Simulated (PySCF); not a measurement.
From one molecule to another.

First species: C₈H₈FOP.
SMILES: `CC(=O)c1cc(C)cpc1F`

Second species: C₅H₆F₃NO₂.
SMILES: `CNC(=O)/C=C/OC(F)(F)F`

Levels: PBE0/pcSseg-1 for dipole moment, HOMO energy, LUMO energy and HOMO–LUMO gap; GFN2-xTB for rotational constant A and rotational constant C. Geometries: GFN2-xTB. All species are isolated and taken at one optimised geometry, non-relativistic unless stated. Electronic properties by PySCF.

Dipoles, sizes and rotational constants follow the conformer. The torsions of the flexible species, by atom-mapped SMILES:
- `[CH3:1][C:2](=[O:3])[c:4]1[cH:5][c:6]([CH3:7])[cH:8][p:9][c:10]1[F:11]`: C1–C2–C4–C5 -152°
- `[CH3:1][NH:2][C:3](=[O:4])/[CH:5]=[CH:6]/[O:7][C:8]([F:9])([F:10])[F:11]`: C1–N2–C3–O4 0°, N2–C3–C5–C6 180°, C5–C6–O7–C8 0°, C6–O7–C8–F9 180°

Values for the first species:

| Property | Result |
| --- | --- |
| Dipole moment | 2.19 D |
| HOMO energy | -7.28 eV |
| LUMO energy | -2.13 eV |
| HOMO–LUMO gap | 5.15 eV |
| Rotational constant A | 1.344 GHz |
| Rotational constant C | 0.528 GHz |

**Question.** Estimate the same properties for the second species, and the change in each.

**Answer.** 
```tsv
property	first	second	second less first
dipole moment	2.19 D	3.33 D	+1.14 D
HOMO energy	-7.28 eV	-7.66 eV	-0.38 eV
LUMO energy	-2.13 eV	-1.12 eV	+1.01 eV
HOMO–LUMO gap	5.15 eV	6.54 eV	+1.39 eV
rotational constant A	1.344 GHz	3.039 GHz	+1.695 GHz
rotational constant C	0.528 GHz	0.432 GHz	-0.096 GHz
```

On the first: In atomic units the dipole is 0.86 e·bohr (1 au = 2.5417 D).

On the second: In atomic units the dipole is 1.31 e·bohr (1 au = 2.5417 D). GFN2-xTB frequencies show an imaginary mode (152i cm⁻¹), so this geometry is no minimum at that level.
